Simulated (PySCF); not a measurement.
**Peak assignment**

Geometry (Å), atoms numbered from 1 in this order:
```xyz
16

C    -3.072   -1.042    0.238
O    -1.722   -0.735    0.389
Si   -0.812    0.108   -0.661
N     0.684    0.050    0.228
C     1.730    0.690   -0.332
C     3.027    0.656    0.442
O     1.591    1.248   -1.400
H    -3.663   -0.136    0.097
H    -3.226   -1.692   -0.626
H    -3.407   -1.555    1.140
H    -0.678   -0.578   -1.943
H    -1.283    1.482   -0.797
H     0.800   -0.418    1.112
H     2.879    1.082    1.432
H     3.786    1.224   -0.089
H     3.359   -0.375    0.554
```

Calculated, not measured (PySCF): σ from GIAO-PBE0/pcSseg-1, structure optimised with GFN2-xTB. Non-relativistic, no solvent, a single conformation, fast rotation and ring inversion assumed for equivalent nuclei.

Chemical shifts δ = σref − σ; 13C and 1H vs TMS, all at this level.

(1) Assign these signals to the numbered atoms. 13C{1H} NMR (computed): δ 177.8 (C), 52.6 (CH3), 24.4 (CH3).

(2) Assign these signals to the numbered atoms. 1H NMR (500 MHz, computed): δ 5.18 (s, 2H), 4.32 (br s, 1H), 3.82 (s, 3H), 1.95 (s, 3H).

Results:

(1) 
| δ (ppm) | atoms | environment | reason |
| --- | --- | --- | --- |
| 177.8 | C5 | amide carbonyl carbon | it is a carbonyl in resonance with an O or N lone pair, the region of acids, esters and amides |
| 52.6 | C1 | methyl carbon bonded to O | the inductive effect lowers its shielding |
| 24.4 | C6 | methyl carbon α to a carbonyl | the adjacent C=O deshields it moderately |

(2) 
```tsv
δ (ppm)	atoms	environment	reason
5.18	H11/H12	hydrogen on a silicon bonded to N, O	–
4.32	H13	hydrogen on an amide-type nitrogen	exchangeable, gas-phase position
3.82	H8/H9/H10	hydrogen on a methyl carbon bonded to O	its carbon carries O, hence the downfield position
1.95	H14/H15/H16	hydrogen on a methyl carbon α to a carbonyl	α to C=O
```

The OH or NH signal is concentration- and solvent-dependent in practice; the value given is the gas-phase one. Shifts are as computed. Against solution values, carbons near 30 ppm lie about +3 ppm off and those near 130 ppm about +5 ppm. Of 1309 compounds with measured shifts, 239 miss one by over three times the rms of a fit or turn the order of signals round; such compounds aren't used in these exercises. The C=O carbon of an acid or of an amide with N–H lies up to 10 ppm further downfield in solution, through hydrogen bonding that the calculation lacks. Multiplicities follow the n + 1 count of equivalent neighbours, as no J values were calculated; m marks all less simple cases, F and P coupling included.
